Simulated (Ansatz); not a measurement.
Input file for Ansatz (a program for electronic structure): R-r2SCAN/def2-TZVPPD on CH2O2 (a complex), monomers drawn apart or pushed together. Files ending in .json are basis or fitting sets from the Basis Set Exchange.

Ansatz 0.2 input:
```yaml
crystal:
  periodic: [false, false, false]
  atoms:
    - {symbol: O, position_ang: [0.29613357, -0.40781588, -0.45556961]}
    - {symbol: H, position_ang: [0.14804266, -0.30083152, 0.49153528]}
    - {symbol: H, position_ang: [0.36417934, 0.48595779, -0.80543527]}
    - {symbol: C, position_ang: [-0.12782232, -0.03423869, 3.72282605]}
    - {symbol: O, position_ang: [-0.17786342, -0.03306996, 4.84474132]}
basis:
  gaussian:
    orbitals: def2-TZVPPD.json
hamiltonian:
  xc: {name: r2SCAN}
scf: {lower_state_search: off}
```

Task: What total energy does the run end on?

Result: -189.7256 hartree.
